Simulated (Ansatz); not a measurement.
CH4BFN2, SMILES `NC1(F)BN1`, relaxed with RKS PBE0-D4/def2-TZVP in Ansatz from a PBE-D4/def2-SVP geometry. The force threshold is 0.005 eV/Å; the program also tests the step.

Charge 0, multiplicity 1.

Start:

```xyz
9

N    -0.703    1.110    0.486
C     0.124    0.201   -0.214
F     0.462    0.672   -1.505
B     0.982   -0.953    0.403
N    -0.211   -1.196   -0.223
H    -1.439    1.483   -0.132
H    -0.150    1.915    0.803
H     1.915   -1.466    0.962
H    -0.980   -1.767   -0.582
```

How much energy does the relaxation release, and in how many steps? (Best estimate.)

Computed: 3.98 kJ/mol, in 6 steps.

Which bonds change most? (Estimate.)

The calculation gave: B4–H8 from 1.202 to 1.182 Å; C2–B4 from 1.565 to 1.547 Å; C2–N5 from 1.436 to 1.419 Å; N5–H9 from 1.023 to 1.006 Å.

Give the relaxed structure. (Estimate.)

Computed: 
```xyz
9

N    -0.688    1.110    0.476
C     0.130    0.195   -0.209
F     0.473    0.668   -1.486
B     0.972   -0.951    0.399
N    -0.207   -1.183   -0.225
H    -1.444    1.444   -0.113
H    -0.152    1.910    0.783
H     1.888   -1.455    0.949
H    -0.971   -1.738   -0.572
```
